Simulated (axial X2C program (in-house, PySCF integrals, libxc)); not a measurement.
# Testing model relations on Ru₂

A bond curve at the PBE0 level, 2c, was computed with an axial X2C code built on PySCF integrals (basis Ru dyall-cv3z [12s12p8d5f3g] (cores contracted in-house)) for the state Ω = 5 (⟨Sz⟩ = 3.00, ⟨Lz⟩ = 2.00 at PBE0). Its fit gives Re = 2.2071 Å, ωe = 352.1 cm⁻¹, ωexe = 0.708 cm⁻¹ and αe = 1.810e-04 cm⁻¹; the masses are 101.9043 and 101.9043 u. Two-component means X2C with spin–orbit coupling and atomic mean-field Coulomb and Gaunt terms.

Q: Find the reduced mass, Be and the force constant.

A: From the PBE0 values: μ = 50.9522 u. Be = 16.8576/(μ Re²) = 0.06792 cm⁻¹. k = 5.8918×10⁻⁷ μ ωe² = 3.72 mdyn/Å.

Q: Estimate the centrifugal constant by the Kratzer relation.

A: D = 4Be³/ωe² = 1.01e-08 cm⁻¹.

Q: A Morse curve ties αe to the other constants (Pekeris). How well does that hold?

A: αe(Morse) = 6Be²/ωe × (√(ωexe/Be) − 1) = 1.752e-04 cm⁻¹; the PBE0 curve gives 1.810e-04 cm⁻¹, a ratio of 0.97.

Q: Where do the fundamental and the first overtone lie?

A: ν(1←0) = ωe − 2ωexe = 350.7 cm⁻¹; ν(2←0) = 2ωe − 6ωexe = 700.0 cm⁻¹.

The state is one determinant whose occupation by symmetry is held fixed; it was picked as the lowest of a PBE0 search that is not exhaustive. Density functionals use the spin component along the axis (collinear). Other states lie close and PBE0, whose exact exchange favours high spin, may order them wrongly; the determinant shown need not be the ground state. The nearest other 2c determinant of the search, Ω = 1, lies 0.18 eV up at the distance of the search. Without a current term, density functionals place determinants with orbital angular momentum somewhat too high. With several unpaired electrons one determinant need not be a pure state. Open-shell Ω = 0 determinants with evenly filled partner blocks cannot be reached by this program, so the Ω shown need not be the lowest component.
